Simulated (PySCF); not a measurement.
The multiplicity is imposed and other spin states were not computed.

Cartesian coordinates (Å):
```xyz
11

Zn     0.0772    -0.0627     0.1819
Cl    -0.5635     1.8623     0.7142
N      0.5849    -1.6906    -0.4071
C     -0.1897    -2.8766    -0.1319
C      1.9570    -1.9778    -0.7498
H     -0.1971    -3.5599    -1.0080
H      0.1978    -3.4701     0.7271
H     -1.2413    -2.6286     0.0888
H      2.5170    -2.4984     0.0599
H      2.0156    -2.6341    -1.6444
H      2.5126    -1.0566    -0.9924
```
Charge 0, spin multiplicity 1.

### Question
What dipole moment, charge on the central atom (Mulliken) and HOMO does TPSSh-D3(BJ)/def2-TZVP // r2SCAN-D4/def2-SVP (PySCF 2.14.0) give?

### Answer

The dipole moment is 2.12 D. The charge on the central atom (Mulliken) comes out as 0.38 e and the HOMO is -5.46 eV.
